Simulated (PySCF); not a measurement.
**Electronic structure of Te(2+) (tellurium, charge +2) at the PW91 level**

Configuration: [Kr] 4d10 5s1 5p2 5d1, one real determinant (an excited configuration). Calculation: PySCF 2.14, in aug-cc-pVTZ-DK3; the spin-free X2C one-electron Hamiltonian (Gaussian nucleus).

```json
{
  "Total energy": "-6792.22 hartree",
  "One-electron energy": "-9275.07 hartree",
  "Hartree (Coulomb) energy": "2660.49 hartree",
  "Exchange-correlation energy": "-177.63 hartree",
  "⟨S²⟩": "6.0008",
  "⟨L²⟩": "7.783",
  "Sum of ⟨r⟩": "32.30 bohr",
  "Sum of ⟨r²⟩": "47.00 bohr²",
  "Traceless quadrupole moment −½Σ⟨3z² − r²⟩ along its main axis": "-3.29 e·bohr²",
  "Langevin diamagnetic susceptibility": "-37.2 ×10⁻⁶ cm³/mol"
}
```

```tsv
shell	electrons	mean orbital energy (hartree)	spread (hartree)	rms radius, mean of both spins (bohr)
1s α	1	-1160.92938	0	0.0318
1s β	1	-1160.92444	0	0.0318
2s α	1	-178.82812	0	0.130
2s β	1	-178.82514	0	0.130
2p α	3	-160.78019	0.00206	0.115
2p β	3	-160.77634	0.00327	0.115
3s α	1	-36.30569	0	0.344
3s β	1	-36.30106	0	0.344
3p α	3	-30.42082	0.00760	0.344
3p β	3	-30.41582	0.00937	0.344
3d α	5	-21.45598	0.00689	0.323
3d β	5	-21.45113	0.00764	0.323
4s α	1	-6.90644	0	0.813
4s β	1	-6.89422	0	0.813
4p α	3	-5.07676	0.01681	0.875
4p β	3	-5.06294	0.02032	0.875
4d α	5	-2.39877	0.01550	1.04
4d β	5	-2.37484	0.02007	1.04
5s α	1	-1.34558	0	2.05
5p α	2	-0.94778	0	2.39
5d α	1	-0.48099	0	3.52
```

⟨L²⟩ = 7.78 against 12 for a pure F term, so this real determinant mixes terms. The outer electron is Rydberg-like, and this basis confines it to a smaller radius and binds it less than a complete one would.

Densities and radii are taken from the X2C orbitals without a picture-change correction, which distorts them close to the nucleus.
